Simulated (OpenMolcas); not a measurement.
Yb3+ with its 6 nearest fluoride ions at 2.208 Å, on the Ca site of CsCaF3 (a = 4.526 Å, distance in the model lattice 2.263 Å). The rest of the host is ab initio model potentials to 7.6 Å, with orthogonalisation functions on the cations behind the ligands, and point charges beyond; the distance is set by hand and nothing relaxes, and no local charge compensation is placed. Ligand basis ANO-RCC-VDZP.

```json
{
 "Program": "OpenMolcas 26.06",
 "Method": "SS-CASPT2, IPEA 0.25 Eh, imaginary shift 0.1 Eh (closed shells correlated: 5s 5p and the ligand valence shells)",
 "Basis": "ANO-RCC-VDZP [7s6p4d2f1g]",
 "Scalar Hamiltonian": "DKH2, point nucleus",
 "Active space": "13 electrons in 7 orbitals (4f)",
 "State averaging": "2S+1 = 2 odd, 7 roots",
 "Spin-orbit coupling": "RASSI with atomic mean-field integrals over the reference wave functions"
}
```

**Question.** What is the spin-free ground state (labels of O, the rotations of Oh)?

**Answer.** 2T1, 3-fold in its orbital part, 100 % from free-ion F terms; it has the highest spin that f13 allows.

**Question.** Where is the first state of the same spin?

**Answer.** 2T2 at 645 cm-1 above the ground state.

**Question.** What are the lowest two levels with spin-orbit coupling?

**Answer.** A 2-fold level Γ6 with g = 2.65, 2.65, 2.65, then a 4-fold level Γ8 400 cm-1 above it. Their leading multiplicities are 2 (100 %) and 2 (100 %).

**Question.** What is χT at 300 K, and how does it compare with the textbook value?

**Answer.** Hund's rules give f13 the level 2F7/2 with g = 1.143, so an isolated free-ion multiplet has χT = g² J(J+1) / 8 = 2.571 cm3 K/mol. The computed 2.135 at 300 K differs by -17 %, through the field's splitting, the mixing of terms and any other multiplet in reach.

Roots that are degenerate in the reference are averaged as groups; the widest CASPT2 spread within a group is 22 cm-1 (the 3-fold group of multiplicity 2 near 645 cm-1 above the lowest state of its run). Shifts and gaps below about the spread of the groups concerned are not significant. Over all roots computed the reference weight is 0.71; a low but even weight reflects the number of correlated electrons. Splittings of an f shell from a small cluster at a set distance can be off by tens of per cent, mostly too small. No measured value stands beside these numbers; the geometry was set by hand and not optimised.
